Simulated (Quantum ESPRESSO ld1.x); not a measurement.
Species: neutral hafnium. Configuration: [Xe] 4f14 5d4 (not the ground configuration). All-electron calculation, scalar-relativistic Kohn-Sham, LDA (Slater exchange, Perdew-Wang correlation), spin-polarised, spherical densities, point nucleus; open shells are filled with parallel spins first. Program: ld1.x of Quantum ESPRESSO 7.5.

Normalised radial functions P(r) = r R(r), r in bohr:

r,5s up,5s down,6s down
0.002428,0.1101,0.1109,0.0291
0.002827,0.1211,0.1219,0.0320
0.003317,0.1329,0.1338,0.0351
0.003862,0.1441,0.1451,0.0380
0.004532,0.1554,0.1565,0.0410
0.005276,0.1650,0.1662,0.0436
0.006191,0.1732,0.1744,0.0457
0.007207,0.1781,0.1794,0.0470
0.008458,0.1791,0.1804,0.0473
0.009846,0.1747,0.1759,0.0461
0.01155,0.1628,0.1640,0.0430
0.01345,0.1432,0.1442,0.0378
0.01579,0.1123,0.1131,0.0296
0.01838,0.0723,0.0729,0.0191
0.02157,0.0192,0.0193,0.0050
0.02511,-0.0404,-0.0407,-0.0107
0.02946,-0.1093,-0.1100,-0.0289
0.0343,-0.1747,-0.1759,-0.0461
0.04025,-0.2345,-0.2362,-0.0619
0.04686,-0.2722,-0.2741,-0.0719
0.05499,-0.2791,-0.2811,-0.0736
0.06401,-0.2442,-0.2459,-0.0643
0.07512,-0.1579,-0.1590,-0.0414
0.08745,-0.0325,-0.0328,-0.0082
0.1026,0.1274,0.1283,0.0340
0.1195,0.2753,0.2772,0.0730
0.1402,0.3831,0.3858,0.1011
0.1632,0.3990,0.4018,0.1048
0.1915,0.2967,0.2987,0.0769
0.223,0.0914,0.0919,0.0219
0.2617,-0.1901,-0.1916,-0.0527
0.3046,-0.4397,-0.4428,-0.1177
0.3575,-0.5858,-0.5898,-0.1533
0.4162,-0.5464,-0.5499,-0.1378
0.4884,-0.3040,-0.3054,-0.0672
0.5685,0.0662,0.0675,0.0353
0.6672,0.5001,0.5045,0.1485
0.7767,0.8492,0.8554,0.2271
0.9115,1.0666,1.0726,0.2507
1.061,1.1021,1.1058,0.2050
1.245,0.9835,0.9832,0.0915
1.45,0.7794,0.7753,-0.0578
1.701,0.5383,0.5317,-0.2282
1.98,0.3357,0.3287,-0.3748
2.324,0.1785,0.1729,-0.4900
2.706,0.0853,0.0817,-0.5508
3.175,0.0333,0.0315,-0.5618
3.696,0.0114,0.0107,-0.5278
4.338,0.0030,0.0028,-0.4569
5.05,0.0007,0.0006,-0.3699
5.926,0.0001,0.0001,-0.2726
6.899,0.0000,0.0000,-0.1869
8.096,0.0000,0.0000,-0.1131
9.425,0.0000,0.0000,-0.0627
11.06,0.0000,0.0000,-0.0293
12.88,0.0000,0.0000,-0.0123

5s up: eigenvalue -64.701 eV, 4 radial nodes at r = 0.0227, 0.0905, 0.235, 0.555 bohr, <r> = 1.14 bohr, 90 % of the charge inside 1.65 bohr. 5s down: eigenvalue -63.820 eV, 4 radial nodes at r = 0.0227, 0.0905, 0.235, 0.554 bohr, <r> = 1.13 bohr, 90 % of the charge inside 1.64 bohr. 6s down (empty): eigenvalue -3.375 eV, 5 radial nodes at r = 0.0227, 0.0904, 0.234, 0.541, 1.37 bohr, <r> = 3.80 bohr, 90 % of the charge inside 5.82 bohr.
